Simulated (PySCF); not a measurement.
Compound: C₆H₅NO₂.
Atom-mapped SMILES: `[O:1]=[CH:2][O:3][c:4]1[cH:5][cH:6][cH:7][cH:8][n:9]1` (hydrogens: H10 on C2; H11 on C5; H12 on C6; H13 on C7; H14 on C8)

Torsions of this conformer, `[O:1]=[CH:2][O:3][c:4]1[cH:5][cH:6][cH:7][cH:8][n:9]1`: O1–C2–O3–C4 0°, C2–O3–C4–C5 4°.

The closed-shell ground state was solved at several levels (PySCF, density fitting, gas phase, non-relativistic). The structure is a single PBE0-D3(BJ)/def2-SVP conformer in the gas phase; no vibrational or solvent corrections.

```json
{"level": "PBE0/pcSseg-1", "basis functions": "178", "HOMO (eV)": "-7.64", "LUMO (eV)": "-1.14", "gap (eV)": "6.50", "dipole (D)": "1.74"}
{"level": "PBE0/def2-SVPD", "basis functions": "226", "HOMO (eV)": "-7.65", "LUMO (eV)": "-1.24", "gap (eV)": "6.41", "dipole (D)": "1.79"}
```

Question: Estimate the row for B3LYP/pcJ-1, a basis of 293 functions; the other rows only guide the guess.

Answer: HOMO -7.40 eV, LUMO -1.32 eV, gap 6.08 eV, dipole 1.76 D.

Question: Over all these levels, which gives the widest orbital gap and which the narrowest?

Answer: PBE0/pcSseg-1 (global hybrid, 25 % exact exchange) has the widest, 6.50 eV, and B3LYP/pcJ-1 (global hybrid, 20 % exact exchange) the narrowest, 6.08 eV. Functional and basis both differ between the two, so the spread mixes both effects.

Question: How far do the dipole and the HOMO energy spread over the levels?

Answer: The dipole runs from 1.74 to 1.79 D (mean 1.77 D) and the HOMO from -7.65 to -7.40 eV.
